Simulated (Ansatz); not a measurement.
The cluster Si6O⁺. The state is a doublet with charge 1. Geometry r2SCAN-D4/def2-SVP, basis def2-TZVP, Ansatz.

Cartesian coordinates in Å:
```
O 0.435 1.811 1.101
Si 0.601 -1.190 0.647
Si 0.823 0.704 2.332
Si -0.781 -0.847 -1.287
Si 0.227 1.057 -0.382
Si -0.090 1.042 -2.614
Si -1.214 -2.577 0.204
```

```tsv
run	HOMO (eV)	LUMO (eV)
A	-9.70	-8.80
B	-9.45	-8.91
C	-9.82	-8.60
D	-11.52	-6.55
E	-9.97	-8.53
F	-10.19	-8.24
```

HSE06 is defined as in plane-wave codes, on full-range PBE exchange. Another isomer (doublet) lies 0.34 eV lower at PBE0-D4/def2-TZVP; other spin states weren't run for this one.

HOMO and LUMO are taken over both spins.

Problem. The runs used HSE06, PBE, PBE0, r2SCAN, r2SCANh, ωB97M-V. Estimate which is which.

Solution. A r2SCAN (0 % exact exchange); B PBE (0 % exact exchange); C HSE06 (range-separated); D ωB97M-V (range-separated); E r2SCANh (10 % exact exchange); F PBE0 (25 % exact exchange). Exact exchange lowers occupied and raises empty levels; among semilocal functionals meta-GGAs tend to open the gap a little, and such runs are hard to tell apart. The gap grows from 0.53 eV (PBE) to 4.98 eV (ωB97M-V).
